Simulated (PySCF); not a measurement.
**Energy of Os (osmium, neutral) between two integer charges**

The 6s beta orbital of [Xe] 4f14 5d6 6s2 is emptied in steps (occupation f), with all orbitals relaxed, ending at [Xe] 4f14 5d6 6s1. Computed with PySCF 2.14 in aug-cc-pVTZ-PP with ECP60MDF, with a scalar-relativistic core potential. The exact energy is a straight line in f; departures are measured from the line between the end points of the same method.

```
   f  BHandHLYP (eV)  HSE06 (eV)
   1           0.000       0.000
0.75          -0.296      -0.478
 0.5          -0.401      -0.650
0.25          -0.307      -0.505
   0           0.000       0.000
```

```json
{"method": "BHandHLYP", "E(f=0) − E(f=1) (eV)": "8.133", "−ε at f=1 (eV)": "6.577", "−ε at f=0.5 (eV)": "8.105"}
{"method": "HSE06", "E(f=0) − E(f=1) (eV)": "8.097", "−ε at f=1 (eV)": "5.573", "−ε at f=0.5 (eV)": "8.042"}
```

Orbital energy along the path (eV):

| f | BHandHLYP | HSE06 |
| --- | --- | --- |
| 1 | -6.577 | -5.573 |
| 0.75 | -7.325 | -6.789 |
| 0.5 | -8.105 | -8.042 |
| 0.25 | -8.926 | -9.342 |
| 0 | -9.784 | -10.909 |

Reference removal energy between the ground levels: 8.438 eV (measured; NIST Atomic Spectra Database, ionization energies). The calculation has no spin-orbit coupling.
